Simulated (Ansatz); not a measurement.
# Energy profile

The step: SiH₄ + NH₃ + NH₃ → SiNH₅ ([NH2][SiH3]) + NH₃ + H₂; bonds formed: Si1–N7, H2–H8, H6–N9; bonds broken: Si1–H2, H6–N7, H8–N9 (atoms numbered as in the saddle structure below).

Si1  (-0.967, -0.602, 0.821)
H2  (-0.280, -1.274, -0.615)
H3  (-2.090, -1.579, 0.652)
H4  (0.256, -1.109, 1.540)
H5  (-1.556, 0.173, 2.017)
H6  (0.760, 0.828, -0.436)
N7  (-0.745, 0.971, -0.108)
H8  (0.963, -0.714, -0.790)
N9  (1.618, 0.164, -0.748)
H10  (-1.145, 1.757, 0.392)
H11  (-1.171, 0.925, -1.028)
H12  (2.343, 0.067, -0.047)
H13  (2.014, 0.392, -1.652)
(Å)

Electronic energies by CCSD(T) at an estimated basis limit (MP2 extrapolated from triple and quadruple zeta, plus CCSD(T) − MP2 in triple zeta), on PBE0-D4/def2-TZVP structures; SiN$_{2}$H$_{10}$, closed shell; no counterpoise correction. Program: Ansatz 0.2.0. Basis: def2-TZVPP and def2-QZVPP. Cores are frozen in the correlated methods. Extrapolation: Hartree–Fock as exp(−7.88 √X), correlation as X^−2.97.

(1) Give the profile in eV, counted from the separated reactants. (An estimate is asked for; the value comes from the calculation.)

No T1 diagnostic of these runs exceeds 0.012.

## Answers

(1) The calculation gives:
```json
{"point": "separated: SiH$_{4}$ (Si1, H2, H3, H4, H5; singlet) + NH$_{3}$ (H6, N7, H10, H11; singlet) + NH$_{3}$ (H8, N9, H12, H13; singlet)", "eV": "0.000"}
{"point": "start structure", "eV": "-0.254"}
{"point": "saddle", "eV": "1.512"}
{"point": "end structure", "eV": "-0.426"}
{"point": "separated: SiNH$_{5}$ (linked as [NH2][SiH3]; Si1, H3, H4, H5, N7, H10, H11; singlet) + H$_{2}$ (H2, H8; singlet) + NH$_{3}$ (H6, N9, H12, H13; singlet)", "eV": "-0.212"}
```

For scale, one of the runs: CCSD(T)/def2-TZVPP, 244 basis functions, launched by `ansatz run in.yaml --threads 4 --pin off --events-out ev --progress --plain --max-ram 9574MiB`. The run took 100 s on 4 CPU threads of an Arm Neoverse V1 (shared host), with 4.8 GiB of host memory at its peak.
